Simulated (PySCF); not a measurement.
B(All)2(Me), SMILES C=CCB(CC=C)C, GFN2-xTB optimised geometry.

```
21

B      1.12     0.05     0.00
C      0.34     1.43     0.00
C     -1.11     1.37    -0.36
C     -2.11     1.54     0.49
H      0.84     2.14    -0.66
H      0.44     1.84     1.01
H     -1.32     1.16    -1.40
H     -1.93     1.76     1.53
H     -3.14     1.48     0.18
C      0.33    -1.33     0.08
C      0.16    -1.64     1.54
C     -0.98    -1.55     2.19
H      0.89    -2.14    -0.39
H     -0.66    -1.28    -0.38
H      1.07    -1.94     2.05
H     -1.89    -1.25     1.71
H     -1.05    -1.78     3.24
C      2.69     0.05     0.00
H      3.04    -0.12    -1.02
H      3.12    -0.75     0.60
H      3.14     0.99     0.33
```

Density from PBE0/def2-SVP run with PySCF 2.14.0 at that geometry.

Minimum of the electron density along straight lines between bonded atoms, close to the bond critical point (lines longer than 1.1 times the sum of covalent radii, or with two minima, are not listed):

```tsv
bond	length / Å	ρ at the minimum / e bohr⁻³	∇²ρ there / e bohr⁻⁵	position (fraction from the first atom)
B1–C2	1.586	0.177	-0.15	0.32
C2–C3	1.494	0.256	-0.60	0.49
C3–C4	1.320	0.346	-0.94	0.50
C2–H5	1.094	0.267	-0.93	0.62
C2–H6	1.096	0.265	-0.92	0.62
C3–H7	1.083	0.281	-1.06	0.63
C4–H8	1.078	0.281	-1.06	0.63
C4–H9	1.077	0.282	-1.07	0.63
B1–C10	1.588	0.177	-0.16	0.32
C10–C11	1.502	0.247	-0.55	0.49
C11–C12	1.320	0.346	-0.94	0.51
C10–H13	1.092	0.270	-0.94	0.62
C10–H14	1.090	0.274	-0.98	0.62
C11–H15	1.083	0.282	-1.06	0.63
C12–H16	1.077	0.283	-1.08	0.63
C12–H17	1.077	0.282	-1.07	0.63
B1–C18	1.576	0.180	-0.14	0.32
C18–H19	1.091	0.265	-0.91	0.62
C18–H20	1.088	0.270	-0.95	0.62
C18–H21	1.088	0.272	-0.97	0.62
```
